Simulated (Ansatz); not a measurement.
Ansatz results at the PBE0-D4/def2-TZVP geometry: HOMO–LUMO gap (PBE0/def2-TZVPP) 5.23 eV; HOMO energy (PBE/def2-TZVPP) -6.27 eV; HOMO–LUMO gap (ωB97M-V/def2-TZVPP) 9.46 eV.

Each molecule was computed in one conformer, which needn't be the lowest.

Question: Which molecule gave them?
A. `[BH2][GaH][O]CC`
B. `B[CH]([GaH2])CO`
C. `B1NCN1`
D. `B[SiH](Cl)[SnH3]`

Answer: A. The others give `B1NCN1`: 8.02, -5.62, 11.91; `B[CH]([GaH2])CO`: 6.53, -6.45, 10.36; `B[SiH](Cl)[SnH3]`: 5.39, -6.41, 9.06.
